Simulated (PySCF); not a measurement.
C2H6BiBr, SMILES [CH3][Bi]([CH3])[Br].

The structure is a stationary point at B3LYP-D3(BJ)/def2-SVP. The def2 effective core potentials stand for the cores of Bi; spin–orbit coupling is left out.

Two levels are set side by side: PBE/def2-TZVP (PySCF) and PBE0/def2-TZVP (PySCF). Same geometry, gas phase. Differences are taken from unrounded values.

| quantity | PBE0 | PBE | PBE minus PBE0 |
|---|---|---|---|
| orbital gap (eV) | 5.39 | 3.61 | -1.79 |
| highest occupied level (eV) | -7.10 | -6.04 | 1.06 |
| lowest empty level (eV) | -1.71 | -2.43 | -0.73 |
| dipole moment (D) | 3.72 | 3.51 | -0.21 |
| mean polarisability (bohr³) | 94.9 | 96.8 | 1.8 |

Without exact exchange PBE keeps part of each electron's self-repulsion, which lifts occupied levels and narrows the gap. Differences between two approximate levels are no errors against the true value.

Rough cost on one machine, each run with all the roots and properties that it gave: PBE0 against PBE within a factor of 2.
